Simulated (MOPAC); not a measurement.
Job for MOPAC: AM1 on CH4O2Si (a complex).

```
AM1 1SCF PRECISE CHARGE=0 THREADS=1
CH4O2Si

C      0.37267874 1    -0.35776862 1     0.69753512 1
O      1.43933991 1    -0.01463126 1     0.86222777 1
O     -0.59876268 1    -0.25367282 1     2.77268860 1
Si    -0.28560654 1     0.22117594 1     4.30184043 1
H     -1.46504848 1    -0.53200895 1     2.48594503 1
H     -1.09076451 1     1.39910459 1     4.62554414 1
H      1.13743725 1     0.50927562 1     4.23808677 1
H     -0.60487857 1    -0.86642430 1     5.22673706 1
```

It printed:

```
*******************************************************************************
 **                                                                           **
 **                              MOPAC v23.2.5                                **
 **                                                                           **
 *******************************************************************************
 ** MOPAC's Digital Object Identifier: https://doi.org/10.5281/zenodo.6511958 **
 **                                                                           **
 ** Please cite the open-source release paper for use of this MOPAC version:  **
 ** J. E. Moussa and J. J. P. Stewart (2026)                                  **
 ** MOPAC: An open-source semiempirical molecular orbital program             **
 ** J. Open Source Softw., 11(119), 8025, https://doi.org/10.21105/joss.08025 **
 *******************************************************************************

                              AM1 CALCULATION RESULTS

 *******************************************************************************
 *  AM1        - The AM1 Hamiltonian to be used
 *
 *
 *
 *                 CHARGE ON SYSTEM = 0
 *
 *
 *
 *  PRECISE    - TIGHTER CRITERIA TO BE USED
 *  1SCF       - DO 1 SCF AND THEN STOP
 *  THREADS=1  - MULTI-THREADING NOT USED
 *  T=         - A TIME OF 172800.0 SECONDS REQUESTED
 *  DUMP=N     - RESTART FILE WRITTEN EVERY 7200.0 SECONDS REQUESTED
 *******************************************************************************
AM1 1SCF PRECISE CHARGE=0 THREADS=1
 CH4O2Si

   ATOM   CHEMICAL          X               Y               Z
  NUMBER   SYMBOL      (ANGSTROMS)     (ANGSTROMS)     (ANGSTROMS)

     1       C          0.37267874  *  -0.35776862  *   0.69753512  *
     2       O          1.43933991  *  -0.01463126  *   0.86222777  *
     3       O         -0.59876268  *  -0.25367282  *   2.77268860  *
     4      Si         -0.28560654  *   0.22117594  *   4.30184043  *
     5       H         -1.46504848  *  -0.53200895  *   2.48594503  *
     6       H         -1.09076451  *   1.39910459  *   4.62554414  *
     7       H          1.13743725  *   0.50927562  *   4.23808677  *
     8       H         -0.60487857  *  -0.86642430  *   5.22673706  *



          CARTESIAN COORDINATES

    NO.       ATOM           X           Y           Z

     1         C          0.3727     -0.3578      0.6975
     2         O          1.4393     -0.0146      0.8622
     3         O         -0.5988     -0.2537      2.7727
     4        Si         -0.2856      0.2212      4.3018
     5         H         -1.4650     -0.5320      2.4859
     6         H         -1.0908      1.3991      4.6255
     7         H          1.1374      0.5093      4.2381
     8         H         -0.6049     -0.8664      5.2267

  H: (AM1): M.J.S. DEWAR ET AL, J. AM. CHEM. SOC. 107 3902-3909 (1985)
  C: (AM1): M.J.S. DEWAR ET AL, J. AM. CHEM. SOC. 107 3902-3909 (1985)
  O: (AM1): M.J.S. DEWAR ET AL, J. AM. CHEM. SOC. 107 3902-3909 (1985)
 Si: (AM1): M.J.S.DEWAR, C. JIE, ORGANOMETALLICS, 6, 1486-1490 (1987).

           Empirical Formula: C H4 O2 Si  =     8 atoms



      MOLECULAR POINT GROUP   :   C1


      RHF CALCULATION, NO. OF DOUBLY OCCUPIED LEVELS = 12


 -------------------------------------------------------------------------------
 AM1 1SCF PRECISE CHARGE=0 THREADS=1
 CH4O2Si



     1SCF WAS SPECIFIED, SO BFGS WAS NOT USED
     SCF FIELD WAS ACHIEVED


                              AM1 CALCULATION
                                                       MOPAC v23.2.5 Linux




          FINAL HEAT OF FORMATION =        -59.61851 KCAL/MOL =    -249.44383 KJ/MOL


          COSMO AREA              =        123.69 SQUARE ANGSTROMS
          COSMO VOLUME            =        111.21 CUBIC ANGSTROMS

          IONIZATION POTENTIAL    =         11.206572 EV
          HOMO LUMO ENERGIES (EV) =        -11.207  0.994
          NO. OF FILLED LEVELS    =         12
          MOLECULAR WEIGHT        =         76.1269         POINT GROUP:  C1

          MOLECULAR DIMENSIONS (Angstroms)

            Atom       Atom       Distance
            H     8    O     2     4.89421
            H     5    H     7     3.29251
            H     6    H     8     2.27923


          SCF CALCULATIONS        =          1





   ATOM   CHEMICAL          X               Y               Z
  NUMBER   SYMBOL      (ANGSTROMS)     (ANGSTROMS)     (ANGSTROMS)

     1       C          0.37267874  *  -0.35776862  *   0.69753512  *
     2       O          1.43933991  *  -0.01463126  *   0.86222777  *
     3       O         -0.59876268  *  -0.25367282  *   2.77268860  *
     4      Si         -0.28560654  *   0.22117594  *   4.30184043  *
     5       H         -1.46504848  *  -0.53200895  *   2.48594503  *
     6       H         -1.09076451  *   1.39910459  *   4.62554414  *
     7       H          1.13743725  *   0.50927562  *   4.23808677  *
     8       H         -0.60487857  *  -0.86642430  *   5.22673706  *

                             CARTESIAN COORDINATES

   1    C        0.372678740    -0.357768620     0.697535120
   2    O        1.439339910    -0.014631260     0.862227770
   3    O       -0.598762680    -0.253672820     2.772688600
   4   Si       -0.285606540     0.221175940     4.301840430
   5    H       -1.465048480    -0.532008950     2.485945030
   6    H       -1.090764510     1.399104590     4.625544140
   7    H        1.137437250     0.509275620     4.238086770
   8    H       -0.604878570    -0.866424300     5.226737060


           Empirical Formula: C H4 O2 Si  =     8 atoms



      MOLECULAR POINT GROUP   :   C1


                  EIGENVALUES
 -41.57963 -36.52346 -21.46678 -19.08513 -16.53260 -16.17434 -15.69432 -14.50675
 -13.75492 -12.32189 -11.74221 -11.20657   0.99440   1.67945   1.74462   1.77721
   1.87136   2.46444   5.74968   6.07563


              NET ATOMIC CHARGES AND DIPOLE CONTRIBUTIONS

  ATOM NO.   TYPE          CHARGE      No. of ELECS.   s-Pop       p-Pop
    1          C           0.179377        3.8206     1.81149     2.00913
    2          O          -0.188957        6.1890     1.87750     4.31145
    3          O          -0.642927        6.6429     1.82236     4.82057
    4         Si           1.112453        2.8875     0.81974     2.06781
    5          H           0.256703        0.7433     0.74330
    6          H          -0.256698        1.2567     1.25670
    7          H          -0.203477        1.2035     1.20348
    8          H          -0.256474        1.2565     1.25647
 DIPOLE           X         Y         Z       TOTAL
 POINT-CHG.    -1.490    -0.141     1.023     1.813
 HYBRID         0.306     0.106     0.008     0.323
 SUM           -1.185    -0.036     1.031     1.571


          ATOMIC ORBITAL ELECTRON POPULATIONS

     Atom    s        px        py        pz
    1  C   1.81149   0.91272   0.56442   0.53199
    2  O   1.87750   1.34771   1.46606   1.49769
    3  O   1.82236   1.41282   1.86659   1.54115
    4 Si   0.81974   0.77056   0.73390   0.56335
    5  H   0.74330
    6  H   1.25670
    7  H   1.20348
    8  H   1.25647

 **********************
 *                    *
 * JOB ENDED NORMALLY *
 *                    *
 **********************




 == MOPAC DONE ==
```

The run finished.

Cost: very roughly 0.03 core-seconds.
